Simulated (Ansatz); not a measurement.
Consider the formal exchange of groups at a B–C bond: `FCBCF` + `C[O][GeH2][AlH2]` → `FC[BH][GeH2][AlH2]` + `COCF`.

Computed with Ansatz on PBE0-D4/def2-TZVP structures; ΔE is electronic, products minus reactants. CBS: MP2 limit from def2 TZ/QZ plus the TZ coupled-cluster correction, frozen cores. DFT in def2-TZVPP. For Ge outer-core shells are correlated without core-valence functions, which leaves a few kJ/mol of doubt a bond. Scalar relativity is left out up to krypton. Each species was taken in one conformer, which may not be the lowest.

`FCBCF`:

Cartesian coordinates in Å:
```
F -2.502 0.465 -0.233
C -1.195 0.575 0.214
B -0.194 -0.416 -0.435
C 1.305 -0.402 -0.025
F 1.632 0.547 0.938
H -0.856 1.609 0.048
H -1.189 0.449 1.307
H -0.539 -1.211 -1.260
H 1.601 -1.390 0.355
H 1.936 -0.225 -0.908
```

`C[O][GeH2][AlH2]`:

```xyz
11

C    -1.468    0.624    0.920
O    -0.974    1.021   -0.331
Ge    0.764    0.708   -0.659
Al    1.223   -1.745   -0.704
H    -2.539    0.841    0.951
H    -0.988    1.166    1.747
H    -1.340   -0.454    1.100
H     1.575    1.464    0.428
H     1.000    1.428   -2.002
H     0.098   -2.784   -0.288
H     2.650   -2.270   -1.164
```

`FC[BH][GeH2][AlH2]`:

```xyz
12

F     2.303   -1.859   -1.376
C     1.181   -1.042   -1.361
B     0.288   -1.160   -0.099
Ge   -1.272    0.134    0.183
Al   -0.481    1.945    1.688
H     1.513   -0.007   -1.526
H     0.568   -1.289   -2.243
H     0.538   -1.973    0.742
H    -2.484   -0.576    0.814
H    -1.734    0.779   -1.143
H    -0.889    1.974    3.221
H     0.470    3.073    1.101
```

`COCF`:

Z-matrix (Å, degrees):
```
C
O 1 1.414
H 1 1.097 2 110.8
H 1 1.089 2 107.0 3 118.9
H 1 1.093 2 111.3 3 -121.6
C 2 1.362 1 114.0 3 55.1
F 6 1.383 2 111.4 1 70.0
H 6 1.099 2 112.1 1 -48.8
H 6 1.091 2 107.6 1 -172.1
```

CCSD(T)/CBS gives +41.5 kJ/mol.

Problem. Another level gave +56.2 kJ/mol. Which?
A. MP2/def2-TZVPP
B. SCS-MP2/def2-TZVPP
C. PBE/def2-TZVPP
D. HF/def2-TZVPP

Solution. D. HF/def2-TZVPP 56.2, SCS-MP2/def2-TZVPP 49.7, MP2/def2-TZVPP 45.4, PBE 34.8 kJ/mol.

Largest T1 diagnostic among the species: 0.013.

In def2-TZVPP, CCSD(T) changes the Hartree–Fock value by −14.8 kJ/mol (the triples alone add −2.5 kJ/mol) and MP2 by −10.8 kJ/mol.
